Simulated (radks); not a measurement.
The numbers below are computed, except where a source is named.
Species: Ti XVI. Configuration: [He] 2s2 2p3.

Code: a radial shooting solver on a logarithmic mesh with Libxc functionals. Model: scalar-relativistic Kohn-Sham, BLYP, spin-polarised, spherical densities, point nucleus; open shells are filled with parallel spins first.

Energy parts (eV):
total: -19050.228
kinetic: 19247.853
electron-nucleus: -40638.017
Hartree: 3056.421
exchange-correlation: -716.485

Orbitals (lengths in bohr, moments of r in powers of bohr; <r^-3> diverges for s and p1/2):
orbital  occ.  eigenvalue (eV)  <r^-3>     <r^2>
1s up       1        -5528.871       -  0.006474
1s down     1        -5516.493       -  0.006443
2s up       1        -1077.596       -    0.1079
2s down     1        -1054.975       -    0.1098
2p up       3        -1006.392   316.6   0.08453
2p down     0        -979.6001   311.2   0.08665

The highest occupied level is 2p up at -1006.4 eV. The density falls to 0.001 e/bohr^3 at r = 0.96 bohr.
